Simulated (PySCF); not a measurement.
C3H5NSi2, SMILES C#CC1=N[SiH2][SiH2]1.

Geometry: ωB97X-D3(BJ)/def2-SVP. The structure was generated by enumeration, and PubChem lists no compound with its InChIKey, so it may never have been made.

Method: PBE/def2-TZVP run with PySCF.

Symmetry labels are those of the subgroup Cs that the program uses (full group Cs).

### Question
List the valence orbital energies around the gap with their symmetry. (An estimate is asked for; the answer gives what the named calculation found.)

### Answer

```tsv
orbital	symmetry	energy (eV)
HOMO−7	A'	-10.09
HOMO−6	A"	-9.97
HOMO−5	A"	-8.58
HOMO−4	A"	-8.51
HOMO−3	A'	-7.55
HOMO−2	A"	-7.04
HOMO−1	A'	-6.70
HOMO	A'	-5.69
LUMO	A"	-2.89
LUMO+1	A'	-1.37
LUMO+2	A'	-1.17
LUMO+3	A"	-0.77
```
